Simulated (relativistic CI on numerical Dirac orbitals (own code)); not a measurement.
Radial parameters of Co5+

Calculated at this level of theory: Dirac-Coulomb-Breit CI, orbitals from a KLI potential per configuration, model QED, valence Slater integrals scaled by 0.85, P86 correlation energy added to each configuration (own radial code, finite nucleus).

Slater integrals F^k, G^k are unscaled and averaged over j, outside the closed core [Ne]; ζ comes from projecting the Hamiltonian with its Breit term on Σ l·s of the shell.

- 3s2 3p6 3d4: F^2(3d,3d) = 116900, F^4(3d,3d) = 73741, ζ(3d) = 714.86 cm⁻¹; <r>(3d) = 0.8266, <r^2>(3d) = 0.8302 (bohr units).
- 3s2 3p6 3d3 4s: F^2(3d,3d) = 121870, F^4(3d,3d) = 77066, ζ(3d) = 778.46, G^2(3d,4s) = 13835 cm⁻¹; <r>(3d) = 0.7979, <r^2>(3d) = 0.7711, <r>(4s) = 1.85, <r^2>(4s) = 3.844 (bohr units).
- 3s2 3p5 3d5: ζ(3p) = 10496, F^2(3d,3d) = 116920, F^4(3d,3d) = 73752, F^2(3p,3d) = 120220, G^1(3p,3d) = 146900, G^3(3p,3d) = 90895, ζ(3d) = 697.26 cm⁻¹; <r>(3p) = 0.7768, <r^2>(3p) = 0.7031, <r>(3d) = 0.8265, <r^2>(3d) = 0.8301 (bohr units).

(1) Give the Racah parameters of the d shell in 3s2 3p6 3d4.

In this model ζ of a weakly bound d, f or g electron outside closed shells comes out too small, for d by up to a factor of two or three and at times with the wrong sign; that of an outer p electron is too small as well.

Averages of the first 10 configurations, taken without configuration mixing, which lowers the lowest level and can move excited configurations by several eV; other configurations of the list can lie among them:

```
 Configuration  Parity  States  Average energy above the lowest level (eV)
   3s2 3p6 3d4    even     210                                         5.0
3s2 3p6 3d3 4s    even     240                                        38.4
   3s2 3p5 3d5     odd    1512                                        69.0
3s2 3p6 3d3 4p     odd     720                                        48.7
3s2 3p6 3d3 4d    even    1200                                        63.8
    3s 3p6 3d5    even     504                                       113.2
3s2 3p6 3d3 5s    even     240                                        70.6
3s2 3p6 3d3 4f     odd    1680                                        75.2
3s2 3p6 3d3 5p     odd     720                                        74.7
3s2 3p6 3d3 5d    even    1200                                        81.1
```

## Answers

(1) B = F²/49 − 5F⁴/441 = 1550 cm⁻¹ and C = 35F⁴/441 = 5852 cm⁻¹.
